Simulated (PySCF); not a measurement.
Gas-phase reaction: InCl + 2 H → InH + HCl

Method: PySCF energies plus ideal-gas RRHO corrections (1 bar). † marks an energy on the PBE0/def2-TZVP geometry and frequencies. CCSD(T) freezes the core. Open shells (unrestricted): H (multiplicity 2); the rest are closed-shell singlets. In: scalar-relativistic def2 core potential, no spin-orbit coupling. InH: computed as isolated molecules; such fragments, hydroxides, amides, oligomers or adducts are transient or little studied in the gas. CCSD(T) isn't extrapolated to the basis-set limit.

r2SCAN/def2-TZVP† gives ΔH°(298 K) = -229 kJ.

Problem. What do CCSD(T)/def2-SVP†, M06-2X/def2-TZVP†, LDA/def2-TZVP† give?

Solution. CCSD(T)/def2-SVP†: -240 kJ; M06-2X/def2-TZVP†: -226 kJ; LDA/def2-TZVP†: -266 kJ. For scale, ΔH°(298 K) is -229 kJ at this level, -244 kJ at ωB97M-V/def2-TZVP†, and runs from -307 to -148 kJ over the 18 levels computed.
